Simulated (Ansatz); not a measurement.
Calculated with Ansatz (gas phase, PBE0-D4/def2-TZVP geometries, no zero-point term in ΔE). CBS: MP2 limit from def2 TZ/QZ plus the TZ coupled-cluster correction, frozen cores. DFT in def2-TZVPP. B3LYP here is the variant with VWN-RPA as its local correlation; programs differ in this. For Ge outer-core shells are correlated without core-valence functions, which leaves a few kJ/mol of doubt a bond. Scalar relativity is left out up to krypton. Each species was taken in one conformer, which may not be the lowest.

Consider the ligand exchange at a Ge–O bond: `[NH2][GeH2][O][GeH2][NH2]` + `N[SiH](O)Cl` → `[NH2][GeH2][O][SiH](N)Cl` + `[NH2][GeH2][OH]`.

(1) Is it downhill or uphill in electronic energy at CCSD(T)/CBS, and by how much? (An estimate is asked.)

(2) What do these levels give: PBE-D4, ωB97X-V, ωB97M-V, PBE, B3LYP, HF/def2-TZVPP, MP2/def2-TZVPP, SCS-MP2/def2-TZVPP, CCSD(T)/def2-TZVPP, MP2/def2-QZVPP, HF/CBS(def2), MP2/CBS(def2)? (Estimate.)

Largest T1 diagnostic among the species: 0.012.

Answers

(1) Computed: Nearly level: ΔE = 0.0 kcal/mol.

(2) Computed: PBE-D4 -0.2, ωB97X-V -0.2, ωB97M-V -0.2, PBE 0.1, B3LYP 0.0, HF/def2-TZVPP -0.2, MP2/def2-TZVPP 0.3, SCS-MP2/def2-TZVPP 0.1, CCSD(T)/def2-TZVPP 0.1, MP2/def2-QZVPP 0.2, HF/CBS(def2) -0.4, MP2/CBS(def2) 0.1 kcal/mol.
